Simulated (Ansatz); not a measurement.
`FC(F)(F)c1cc2sc(-c3cc4sc(-c5cc6sc(-c7cc8sc(C(F)(F)F)cc8s7)cc6s5)cc4s3)cc2s1`. Charge 0, multiplicity 3. Geometry PBE-D4/def2-SVP, that of the neutral singlet; atoms count from 1.

```xyz
48

F     8.220    8.929   -5.820
C     8.764    8.102   -4.892
F     9.284    8.871   -3.910
F     9.790    7.458   -5.503
C     7.756    7.145   -4.334
C     7.326    7.078   -3.020
C     6.352    6.058   -2.860
S     5.422    5.437   -1.526
C     4.617    4.267   -2.579
C     3.633    3.361   -2.035
C     3.188    2.155   -2.579
C     2.207    1.546   -1.763
S     1.281    0.074   -1.842
C     0.478    0.443   -0.309
C    -0.500   -0.463    0.238
C    -1.128   -0.392    1.486
C    -2.036   -1.460    1.674
S    -3.105   -1.954    2.956
C    -3.640   -3.361    2.026
C    -4.614   -4.262    2.589
C    -5.189   -4.232    3.860
C    -6.112   -5.292    4.041
S    -7.134   -5.818    5.348
C    -7.723   -7.154    4.377
C    -8.753   -8.088    4.933
F    -8.372   -8.607    6.126
F    -9.942   -7.470    5.142
F    -8.972   -9.117    4.082
C    -7.169   -7.201    3.108
C    -6.250   -6.137    2.920
S    -5.226   -5.607    1.617
C    -3.016   -3.429    0.778
C    -2.114   -2.357    0.585
S    -1.051   -1.859   -0.698
C     0.920    1.655    0.232
C     1.895    2.267   -0.589
S     2.819    3.740   -0.511
C     5.064    4.351   -3.897
C     6.048    5.361   -4.048
S     6.981    5.972   -5.384
H     7.707    7.739   -2.232
H     3.587    1.734   -3.511
H    -0.919    0.394    2.221
H    -4.938   -3.474    4.614
H    -7.427   -7.972    2.371
H    -3.211   -4.230    0.053
H     0.537    2.069    1.173
H     4.667    3.727   -4.708
```

Single mean-field runs in def2-SVP are fitted with def2-universal-jkfit. At PBE0-D4/def2-SVP a singlet of charge 0 lies 1.74 eV below the triplet at the same geometry.

(1) Estimate the Mulliken populations of the heavy atoms from the PBE0/def2-SVP orbitals of Ansatz.

(2) Where does the spin sit?

(3) And the Mayer bond orders between heavy atoms (over 0.3, the first 40 of 47)?

Answers

(1) 
```
atom  charge (e)  spin (α − β)
  F1       -0.19          0.00
  C2        0.66          0.00
  F3       -0.19          0.00
  F4       -0.19          0.00
  C5       -0.33          0.10
  C6        0.03         -0.06
  C7       -0.07          0.10
  S8        0.16          0.02
  C9       -0.11         -0.10
 C10       -0.11          0.29
 C11       -0.01         -0.10
 C12       -0.05          0.20
 S13        0.14          0.03
 C14       -0.10          0.10
 C15       -0.10          0.19
 C16       -0.02          0.20
 C17       -0.05         -0.01
 S18        0.14          0.01
 C19       -0.09          0.32
 C20       -0.10         -0.11
 C21       -0.02          0.22
 C22       -0.07         -0.08
 S23        0.20          0.01
 C24       -0.33          0.14
 C25        0.66          0.00
 F26       -0.19          0.00
 F27       -0.19          0.00
 F28       -0.19          0.00
 C29        0.03         -0.07
 C30       -0.07          0.13
 S31        0.15          0.02
 C32       -0.03         -0.08
 C33       -0.04          0.20
 S34        0.14          0.03
 C35       -0.02          0.26
 C36       -0.06         -0.06
 S37        0.15          0.01
 C38        0.00          0.17
 C39       -0.08         -0.06
 S40        0.19          0.01
```
Mulliken values depend strongly on the basis.

(2) Summed by element: F 0.01, C 1.90, S 0.12, H -0.03, of 2 unpaired in all. Largest on single atoms: C19 0.32, C10 0.29, C35 0.26.

(3) F1–C2 1.13 (1.36 Å); C2–F3 1.11 (1.35 Å); C2–F4 1.12 (1.36 Å); C2–C5 0.98 (1.50 Å); C5–C6 1.56 (1.38 Å); C5–S40 1.11 (1.75 Å); C6–C7 1.28 (1.42 Å); C7–S8 1.07 (1.74 Å); C7–C39 1.39 (1.41 Å); S8–C9 1.09 (1.77 Å); C9–C10 1.21 (1.44 Å); C9–C38 1.46 (1.40 Å); C10–C11 1.39 (1.40 Å); C10–S37 1.08 (1.77 Å); C11–C12 1.39 (1.41 Å); C12–S13 1.05 (1.74 Å); C12–C36 1.28 (1.41 Å); S13–C14 1.04 (1.77 Å); C14–C15 1.40 (1.44 Å); C14–C35 1.27 (1.40 Å); C15–C16 1.25 (1.40 Å); C15–S34 1.04 (1.77 Å); C16–C17 1.46 (1.41 Å); C17–S18 1.05 (1.74 Å); C17–C33 1.25 (1.41 Å); S18–C19 1.06 (1.77 Å); C19–C20 1.29 (1.44 Å); C19–C32 1.33 (1.40 Å); C20–C21 1.41 (1.40 Å); C20–S31 1.08 (1.77 Å); C21–C22 1.32 (1.42 Å); C22–S23 1.09 (1.74 Å); C22–C30 1.38 (1.41 Å); S23–C24 1.11 (1.75 Å); C24–C25 0.98 (1.50 Å); C24–C29 1.54 (1.38 Å); C25–F26 1.12 (1.36 Å); C25–F27 1.13 (1.36 Å); C25–F28 1.11 (1.35 Å); C29–C30 1.29 (1.42 Å).
